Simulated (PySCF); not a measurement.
Method: M06-2X/def2-TZVP (PySCF). Isolated molecules, 0 K electronic values unless said otherwise. One relaxed conformer stands for a flexible species; it need not be the lowest. Delta-SCF ions had no search for a lower state. Excitations are Tamm–Dancoff values on a coarser integration grid. The basis has no diffuse functions, so Rydberg states are missing or too high.

Reference species (SMILES): `BC#CC` (neutral, multiplicity 1).

* **T1 excitation (TDA)**: 3.62 eV
* **vertical ionisation energy (Delta-SCF)**: 9.90 eV
* **S1 oscillator strength**: 0.000

Changed species: `[AlH2][BH2]` (X = AlH2; the reference has X = propynyl).

### Question
Predict the effect on the T1 excitation (TDA), vertical ionisation energy (Delta-SCF) and S1 oscillator strength.

### Answer
the T1 excitation (TDA) decreases by 1.01 eV, to 2.61 eV; the vertical ionisation energy (Delta-SCF) decreases by 0.05 eV, to 9.85 eV; the S1 oscillator strength goes up by 0.014, to 0.014.
